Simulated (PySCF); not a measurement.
## Telling isomers of C5H13OPSi apart by NMR

Method: NMR shieldings at PBE0/pcSseg-1/GIAO, geometry: GFN2-xTB, in PySCF 2.14.0 with density-fitted response routines (non-relativistic Hamiltonian, one conformer, no solvent model, equivalent nuclei averaged).

Referencing at the same level of theory: TMS for ¹H, ¹³C. Splittings of carbon signals by F and P are missing where no couplings were computed. Where no couplings were computed, multiplicities follow the n + 1 count of equivalent neighbours, and m marks all less simple cases (inequivalent or close neighbours, rings, F or P nearby). Shifts are as computed. Against solution values, carbons near 30 ppm lie about +3 ppm off and those near 130 ppm about +5 ppm. Of 1211 compounds with measured shifts, 218 miss one by over three times the rms of a fit or turn the order of signals round; such compounds aren't used in these exercises.

(1) Tabulate the signals of `O=[P@@H]1CCCC[C@@H]1[SiH3]`, `CO[SiH]1CCPCC1` and their relative energies.

(2) What is the quickest way to tell O=[P@@H]1CCCC[C@@H]1[SiH3] from CO[SiH]1CCPCC1?

## Answers

(1) 
```json
{"SMILES": "O=[P@@H]1CCCC[C@@H]1[SiH3]", "carbon types": "1×CH 4×CH2", "δC": "30.2, 29.6, 27.2, 26.6, 25.8", "δH": "7.32 (m, 1H), 4.05 (m, 3H), 2.07 (m, 1H), 2.01 (m, 1H), 1.98 (m, 1H), 1.97 (m, 1H), 1.81 (m, 1H), 1.64 (m, 1H), 1.47 (m, 1H), 1.24 (m, 1H), 1.15 (m, 1H)", "E rel. (kcal/mol)": "10.7"}
{"SMILES": "CO[SiH]1CCPCC1", "carbon types": "4×CH2 1×CH3", "δC": "53.3, 19.9, 19.8", "δH": "4.87 (m, 1H), 3.84 (s, 3H), 2.99 (m, 1H), 1.94 (m, 2H), 1.58 (m, 2H), 1.51 (m, 2H), 0.54 (m, 2H)", "E rel. (kcal/mol)": "0.0"}
```

Energies are electronic energies at PBE0/pcSseg-1 on these geometries, without zero-point or thermal terms, each for the one conformer computed, which needn't be the lowest.

(2) Count the carbon signals: 5 against 3. The first has an sp3 CH bonded to P and Si at 25.8 ppm, the second a methyl carbon bonded to O (CH3) at 53.3 ppm. Their most deshielded carbons lie at 30.2 and 53.3 ppm. In the proton spectra the most deshielded non-exchanging signals are 7.32 (m, 1H) and 4.87 (m, 1H).
